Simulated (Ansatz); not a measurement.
Cost and result for the atomization energy of CF2O2Si (`O=C1O[Si]1(F)F`) (6 atoms, 6 bonds).

Charge 0, multiplicity 1. The geometry is a stationary point of PBE0-D4/def2-TZVP. Program: Ansatz. All runs use 2 threads of an Arm Neoverse V1 on a shared host. Times are those of one run each, without the atoms' runs, and a repeat can differ threefold. Electronic energies, without spin–orbit coupling; frozen cores. CCSD(T)/CBS adds CCSD(T) − MP2 in def2-TZVPP to the MP2 limit, and its time is that of the two runs behind it. T1 = 0.017. B3LYP takes the VWN-RPA correlation (the form of Gaussian; ORCA's B3LYP/G).

CCSD(T)/CBS is a level of theory with its own doubt, some kJ/mol a heavy atom from the limit and from the frozen cores, so smaller differences don't rank the functionals.

```tsv
level	functions	wall time	atomization (kcal/mol)	difference from CCSD(T)/CBS	per bond
BLYP-D4/def2-TZVPP	197	2.2 s	694.5	7.2	1.2
PBE0-D4/def2-TZVPP	197	3.3 s	682.7	-4.6	-0.8
CAM-B3LYP-D4/def2-TZVPP	197	3.9 s	686.1	-1.2	-0.2
B3LYP-D4/def2-TZVPP (with forces)	197	4.5 s	678.6	-8.7	-1.4
CCSD(T)/def2-SVP	88	5.5 s	623.3	-64.0	-10.7
RPA@PBE/def2-TZVPP	197	6 s	615.5	-71.8	-12.0
r2SCANh-D4/def2-TZVPP	197	6.5 s	680.9	-6.4	-1.1
B2PLYP/def2-TZVPP	197	6.5 s	679.5	-7.8	-1.3
B97M-V/def2-TZVPP	197	10 s	689.2	1.9	0.3
ωB97M-V/def2-TZVPP (with forces)	197	13 s	688.0	0.7	0.1
MP2/def2-QZVPP	355	19 s	722.1	34.8	5.8
CCSD(T)/def2-TZVPP	197	2.4 min	662.6	-24.7	-4.1
CCSD(T)/CBS(def2)	–	2.7 min	687.3	0.0	0.0
```

From BLYP to BHLYP (50 % exact exchange), in def2-TZVPP and without D4, the atomization energy moves by −57.6 kcal/mol: exact exchange takes away binding that semilocal exchange gives to molecules. The D4 term adds +5.2 kcal/mol with B3LYP and +2.7 kcal/mol with PBE0; it sums over pairs of atoms, weighted by their polarisabilities, and B3LYP, whose exchange is more repulsive, gets the larger term. In def2-TZVPP, CCSD(T) changes the Hartree–Fock value by +215.4 kcal/mol (the triples alone add +19.7 kcal/mol) and MP2 by +259.8 kcal/mol; breaking electron pairs costs correlation energy, which Hartree–Fock lacks.
